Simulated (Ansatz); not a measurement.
Consider the redistribution: `C[N](C)[AlH2]` + `SB1OC[Te]1` → `C[N](C)[AlH][SH]` + `B1OC[Te]1`.

Program: Ansatz. Geometries: PBE0-D4/def2-TZVP. ΔE: electronic, gas phase. CCSD(T)/CBS adds triple-zeta CCSD(T) − MP2 to the extrapolated MP2 energy (def2 sets, frozen cores). This one scheme is used for every species. Functionals use def2-TZVPP. def2 core potentials past Kr. For Te outer-core shells are correlated without core-valence functions, which leaves a few kJ/mol of doubt a bond. Each species was taken in one conformer, which may not be the lowest.

CCSD(T)/CBS gives -50.9 kJ/mol.

Task: Another level gave -42.1 kJ/mol. Which?
A. r2SCAN/def2-TZVPP
B. PBE-D4/def2-TZVPP
C. B97M-V/def2-TZVPP
D. HF/def2-TZVPP

Result: B. PBE-D4 -42.1, r2SCAN -47.7, B97M-V -33.9, HF/def2-TZVPP -54.5 kJ/mol.

Largest T1 diagnostic among the species: 0.015.

In def2-TZVPP, CCSD(T) changes the Hartree–Fock value by +6.7 kJ/mol (the triples alone add +1.4 kJ/mol) and MP2 by +9.0 kJ/mol. Leaving LDA and LC-ωPBE aside and taking each functional with its dispersion term where it has one, the values, not all of them listed here, spread over 15.2 kJ/mol, from r2SCAN0-D4 to B97M-V. LDA lies +3.8 kJ/mol from PBE without D4. At CCSD(T), def2-SVP lies +16.7 kJ/mol from the extrapolated value and def2-TZVPP +3.0 kJ/mol.
